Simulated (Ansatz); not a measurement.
Program: Ansatz. Geometries: PBE0-D4/def2-TZVP. ΔE: electronic, gas phase. CBS: MP2 limit from def2 TZ/QZ plus the TZ coupled-cluster correction, frozen cores. One conformer a species, not always the lowest.

Consider the redistribution: `OBSCO` + `FC[SiH2]S` → `OBCF` + `OCS[SiH2]S`.

```json
{"level": "MP2/def2-TZVPP", "ΔE (kJ/mol)": "-5.5"}
{"level": "CCSD/def2-TZVPP", "ΔE (kJ/mol)": "-3.3"}
{"level": "HF/def2-QZVPP", "ΔE (kJ/mol)": "-2.6"}
{"level": "MP2/CBS(def2)", "ΔE (kJ/mol)": "-8.5"}
```

**Question.** What does CCSD(T)/CBS give? (Estimate.)

**Answer.** The calculation gave: -6.7 kJ/mol. The listed levels differ from it by 1.2, 3.4, 4.1, -1.8 kJ/mol.

Largest T1 diagnostic among the species: 0.013.

The D4 term adds −5.0 kJ/mol with B3LYP and −2.8 kJ/mol with PBE0; it sums over pairs of atoms, weighted by their polarisabilities, and B3LYP, whose exchange is more repulsive, gets the larger term.

B3LYP here is the variant with VWN-RPA as its local correlation; programs differ in this.
